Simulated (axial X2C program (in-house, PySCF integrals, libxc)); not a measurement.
# Spin–orbit effects down a group: molecules with Na (ions), HF

Calculated with an in-house all-electron X2C program for linear molecules (integrals from PySCF), spin-free (one-electron X2C) or two-component (2c: spin–orbit coupling with atomic mean-field Coulomb and Gaunt terms, which also bring small scalar terms), in Dyall basis sets with cores contracted in-house; open shells are unrestricted.

Basis sets: Na dyall-cv3z, Na dyall-v3z, Ni dyall-cv3z, Pd dyall-cv3z, Pt dyall-v3z.

| molecule | spin-free state | Re (Å) | ωe (cm⁻¹) | De (eV) | 2c state | Re 2c (Å) | ωe 2c (cm⁻¹) | De 2c (eV) |
| --- | --- | --- | --- | --- | --- | --- | --- | --- |
| NaNi⁺ | M_S = 1, Λ = 2 | 3.238 | 118.1 | 2.13 | Ω = 3 | 3.238 | 118.1 | n/a |
| NaPd⁺ | M_S = 0, Λ = 0 | 2.905 | 115.9 | n/a | Ω = 0 | 2.906 | 115.9 | n/a |
| NaPt⁺ | M_S = 1, Λ = 2 | 3.032 | 127.2 | 0.52 | Ω = 3 | 3.024 | 129.8 | 0.60 |

Fragments in 2c: Ni + Na+, Pd + Na+, Pt + Na+. Each entry is the lowest single determinant of a limited PBE0 search at one distance. De goes to single-determinant-based atoms at the same level (for ions the charge split of lowest energy) and is withheld (n/a) where an atom does not fit its ground term or J level. Main or longest-lived isotopes. One determinant is a doubtful description, or other states lie close, for NaNi⁺, NaPt⁺; these need not be ground states, and all values refer to the states named. With several unpaired electrons the Ω given is that of one determinant, not necessarily of the lowest component. Where the atoms have a lower orbital projection than the molecule, De at mean-field level may be about a tenth of an eV too small.
